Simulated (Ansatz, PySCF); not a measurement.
Spin states of F2OW (SMILES [O]=[W]([F])[F]), each relaxed with B3LYP-D3(BJ)/def2-TZVP.
State 1 (charge 0, multiplicity 1):
```csv
atom,x (Å),y (Å),z (Å)
W,-0.0674,0.0356,-0.0008
O,1.4739,-0.5131,-0.3861
F,-0.5910,-0.4141,1.7077
F,-0.8734,0.9586,-1.3769
```
State 2 (charge 0, multiplicity 3):
| atom | x (Å) | y (Å) | z (Å) |
|---|---|---|---|
| W | 0.0497 | -0.0061 | -0.0300 |
| O | 1.6026 | -0.5576 | -0.4173 |
| F | -0.7209 | -0.3390 | 1.6665 |
| F | -0.9894 | 0.9697 | -1.2753 |

Singlets are restricted, other states unrestricted; no spin–orbit coupling, no relativity up to Kr; see below for the cores. The largest T1 diagnostic is 0.029.

Correlated levels freeze the inner cores; with def2 sets outer-core shells near the valence are correlated too. CBS(a, b) extrapolates the correlation energy as X⁻³ and adds the Hartree–Fock energy of set b.

Codes used: Ansatz (a first-principles code); PySCF for the dispersion terms. Each number belongs to the level named beside it. In def2 rows elements past Kr take small-core potentials, without spin–orbit coupling.

PBE/def2-TZVPP gives 5.14 kcal/mol for the energy of the multiplicity-3 state less that of the multiplicity-1 state.

**Question.** How do the other levels lie against it? Give each less PBE: PBE-D3(BJ)/def2-TZVPP, r2SCAN/def2-TZVPP, B3LYP/def2-TZVPP, wB97M-V/def2-TZVPP, B2PLYP/def2-TZVPP, CCSD(T)/CBS(def2-SVP, def2-TZVPP).

**Answer.** PBE-D3(BJ)/def2-TZVPP 0.02; r2SCAN/def2-TZVPP -4.66; B3LYP/def2-TZVPP -0.01; wB97M-V/def2-TZVPP 0.20; B2PLYP/def2-TZVPP 1.40; CCSD(T)/CBS(def2-SVP, def2-TZVPP) 1.23 kcal/mol. 4 of 6 lie above PBE; the widest gap is to r2SCAN/def2-TZVPP.

Doubts at one or more of the structures used: a restricted determinant that unrestricted orbitals would lower (B2PLYP/def2-TZVPP, CCSD(T)/CBS(def2-SVP, def2-TZVPP)).
